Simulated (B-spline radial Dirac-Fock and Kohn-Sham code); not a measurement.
# Kohn-Sham estimates against Dirac-Fock for the levels of Ho²⁸⁺

System: Ho²⁸⁺, configuration [Kr] 4d3.

The density-functional columns are spherical, spin-unpolarised Dirac-Kohn-Sham results without Breit or QED terms: −ε is minus the orbital energy of the initial state and ΔSCF the difference of two total energies. The reference in the last column comes from ΔSCF Dirac-Fock with Breit, self-energy and vacuum polarisation, finite nucleus, configuration average. All numbers are from a B-spline atomic structure program, in eV; a selection of levels is shown. For the 1s level of heavy atoms much of the gap between ΔSCF and the reference is the Breit and QED part, -251.7 eV here; for other levels the error of the functional can be larger.

```csv
level,LDA −ε,LDA ΔSCF,Dirac-Fock
1s,56359.3,56866.8,56628.7
2s,10247.6,10357.4,10416.7
2p1/2,9806.0,9940.2,9934.4
2p3/2,8949.9,9071.4,9087.1
3s,3031.4,3077.0,3124.5
3p1/2,2839.4,2886.9,2916.4
3p3/2,2657.5,2702.6,2733.2
3d3/2,2329.8,2380.7,2382.5
3d5/2,2289.8,2339.8,2343.4
4s,1272.1,1295.9,1309.3
4p1/2,1192.7,1216.4,1217.2
4p3/2,1140.6,1163.3,1165.6
4d,1002.8,1025.6,1023.1
```

Values without a named source are computed, but for edge energies of neutral atoms, which are taken from tables.
